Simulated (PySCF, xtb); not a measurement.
C2H6BI, SMILES CB(C)I.

Harmonic wavenumbers (cm⁻¹) from GFN2-xTB (xtb) at its own minimum, in rising order: 50, 63, 243, 255, 312, 491, 705, 822, 865, 882, 1065, 1147, 1390, 1396, 1472, 1476, 1485, 1488, 2972, 2975, 3011, 3014, 3028, 3031.

**Question.** What does B3LYP-D3(BJ)/def2-SVP (PySCF 2.14.0) give at its own minimum? (An estimate is asked for; the answer gives what the named calculation found.)

**Answer.** 67, 112, 248, 260, 340, 447, 674, 826, 835, 871, 1045, 1159, 1310, 1335, 1412, 1412, 1439, 1443, 3003, 3005, 3077, 3077, 3138, 3139. Paired by order, the mean absolute difference is 42 cm⁻¹ and the zero-point energies are 48.1 and 48.1 kcal/mol.
